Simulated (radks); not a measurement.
The rhodium ion Rh3+, configuration [Kr] 4d6. Method: Dirac Kohn-Sham, PW91, spin-unpolarised, spherical densities, point nucleus; open shells fill j = l - 1/2 first; computed with a radial shooting solver on a logarithmic mesh with Libxc functionals.

Unscreened Slater integrals over Kohn-Sham orbitals (cm^-1). Large and small components are both included. Empty in this configuration: 5s1/2.

F0(4d5/2,4d5/2): 144470
F2(4d5/2,4d5/2): 72702
F4(4d5/2,4d5/2): 47703
F0(4d5/2,4d3/2): 145150
F2(4d5/2,4d3/2): 73032
G2(4d5/2,4d3/2): 72999
G4(4d5/2,4d3/2): 47902
F0(4d5/2,4p3/2): 160740
F2(4d5/2,4p3/2): 79804
G1(4d5/2,4p3/2): 100410
G3(4d5/2,4p3/2): 61497
F0(4d5/2,4p1/2): 162320
G3(4d5/2,4p1/2): 60938
F0(4d5/2,5s1/2): 95387
G2(4d5/2,5s1/2): 17097
F0(4d3/2,4d3/2): 145830
F2(4d3/2,4d3/2): 73376
F0(4d3/2,4p3/2): 161680
F2(4d3/2,4p3/2): 80499
G1(4d3/2,4p3/2): 101510
G3(4d3/2,4p3/2): 62188
F0(4d3/2,4p1/2): 163300
G1(4d3/2,4p1/2): 100840
F0(4d3/2,5s1/2): 95548
G2(4d3/2,5s1/2): 16709
F0(4p3/2,4p3/2): 183960
F2(4p3/2,4p3/2): 96674
F0(4p3/2,4p1/2): 186410
G2(4p3/2,4p1/2): 97708
F0(4p3/2,5s1/2): 99033
G1(4p3/2,5s1/2): 7708.0
F0(4p1/2,4p1/2): 188990
F0(4p1/2,5s1/2): 99367
G1(4p1/2,5s1/2): 7380.4
F0(5s1/2,5s1/2): 79892
